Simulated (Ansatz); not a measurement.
Two structures of CH₉AsGe, closed shell, reached by relaxing down either side of one saddle point (PBE0-D4/def2-TZVP). Energies are electronic, without zero-point energy. Computed with Ansatz 0.2.0 (basis: def2-TZVPP and def2-QZVPP); correlated methods freeze the cores. Filled d shells of the heavier atoms are correlated. The def2 sets are not built for correlating such inner shells, so the correlated values are less sure here. Extrapolation: Hartree–Fock as exp(−7.88 √X), correlation as X^−2.97. First:

```xyz
12
angstrom
Ge -0.5548 0.5324 0.4703
H 0.8275 0.5485 -0.2107
H -1.5086 -0.3157 -0.3894
H -0.4122 -0.1281 1.8518
C -1.2366 2.3545 0.6485
H 2.7314 -2.0978 -0.6425
As 1.3456 -2.7246 -0.6182
H -1.3316 2.8208 -0.3328
H -2.2167 2.3458 1.1267
H -0.5580 2.9549 1.2556
H 1.0377 -2.2354 -2.0252
H 1.8760 -4.0552 -1.1341
```

Second:

Ge1  (-0.734, -0.474, 0.409)
H2  (2.714, 0.991, 1.259)
H3  (-2.136, -1.110, 0.344)
H4  (-0.184, -0.650, 1.838)
C5  (-0.827, 1.423, -0.053)
H6  (2.700, 0.514, 0.684)
As7  (0.818, -1.572, -1.104)
H8  (-1.214, 1.545, -1.066)
H9  (-1.487, 1.947, 0.639)
H10  (0.165, 1.872, 0.000)
H11  (-0.173, -1.524, -2.259)
H12  (0.358, -2.963, -0.692)
(Å)

Task: Which bonds change from the first to the second?

Result: CH₆Ge ([CH3][GeH3]) + AsH₃ → CH₇AsGe ([CH3][GeH2][AsH2]) + H₂; bonds formed: Ge1–As7, H2–H6; bonds broken: Ge1–H2, H6–As7.

Task: Give the saddle point's structure and its height above each. (An estimate is asked for; the value comes from the calculation.)

Result: By the calculation: 247.3 kJ/mol above the first and 265.3 kJ/mol above the second (CCSD(T) at an estimated basis limit (MP2 extrapolated from triple and quadruple zeta, plus CCSD(T) − MP2 in triple zeta)).
```xyz
12
angstrom
Ge -0.5621 -0.0668 0.6435
H 1.2405 0.0580 0.1798
H -1.8210 -0.8243 0.1744
H -0.3614 -0.3120 2.1505
C -0.8546 1.8284 0.2240
H 1.9500 -0.5878 -0.0767
As 1.0910 -2.0721 -0.5406
H -0.8573 1.9733 -0.8571
H -1.8217 2.1452 0.6204
H -0.0649 2.4406 0.6594
H 0.8279 -1.2176 -1.7693
H 1.2334 -3.3646 -1.4082
```

No T1 diagnostic of these runs exceeds 0.012.

Labels in which every atom is bracketed show which atoms are joined, not bond orders.

For scale, one of the runs: CCSD(T)/def2-TZVPP, 253 basis functions, launched by `ansatz run in.yaml --threads 8 --pin off --events-out ev --progress --plain --max-ram 19148MiB`. Hardware: 8 CPU threads of an Arm Neoverse V2, shared host. Wall time 2.5 min; peak host memory 5.6 GiB.
